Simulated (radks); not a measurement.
The cobalt ion Co4+, 23 electrons, occupied as [Ar] 3d5. Method: scalar-relativistic Kohn-Sham, exchange-only B88, spin-unpolarised, spherical densities, finite nucleus; Fermi nuclear charge, rms radius 3.7875 fm; computed with a radial shooting solver on a logarithmic mesh with Libxc functionals. Some entries of the table are withheld. Estimate them.

orbital,occ.,eigenvalue (hartree),<r^2> (bohr^2)
1s,2,-281.3788,0.004247
2s,2,-35.32392,(1)
2p,6,(2),0.06214
3s,2,-5.92121,0.6656
3p,6,-4.55483,(3)
3d,5,-2.37609,0.9625
4s,0,-1.63356,(4)
4p,0,-1.31437,5.852

Answer. 
(1) 2s <r^2> (bohr^2): 0.07705
(2) 2p eigenvalue (hartree): -30.58626
(3) 3p <r^2> (bohr^2): 0.7351
(4) 4s <r^2> (bohr^2): 4.631
